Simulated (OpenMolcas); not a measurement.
A calculation on Ir VI.

```yaml
Program: OpenMolcas
Method: RASSCF
Basis: ANO-RCC-VQZP [9s8p6d4f2g1h]
Scalar_Hamiltonian: DKH2, point nucleus
Active_space: 10 electrons in 8 orbitals (RAS1 5p, at most 2 holes; RAS2 5d)
State_averaging: 2S+1 = 5 even, 5 roots; 2S+1 = 3 even, 45 roots; 2S+1 = 1 even, 50 roots
Spin-orbit_coupling: RASSI with atomic mean-field integrals over the reference wave functions, term energies averaged over their components
```

(1) Which level of the active space comes out lowest?

(2) How high does 5d4 5D3 lie?

(3) How high does 5d4 3H5 lie?

(4) How high does 5d4 3H6 lie?

(5) The level at 26935 cm-1 has J = 4. What is it made of, and what is its g factor?

Answers

(1) 5d4 5D0, with 64 % of that term.

(2) 14027 cm-1 above the lowest level.

(3) 33641 cm-1 above the lowest level.

(4) 36677 cm-1 above the lowest level.

(5) 54 % 5d4 3H4, 15 % 5d4 5D, 14 % 5d4 3G; g = 0.979, against 0.800 from Landé's formula for the pure leading term.

Without dynamic correlation excited terms often stand tens of per cent too high (terms of higher spin than the ground term too low), and those without a measured partner can miss by more than the paired ones. Active for correlation alone: 5p; no level in the range computed is led by a configuration that opens it, so any true level of that kind is missing. Only configurations of the active space appear.
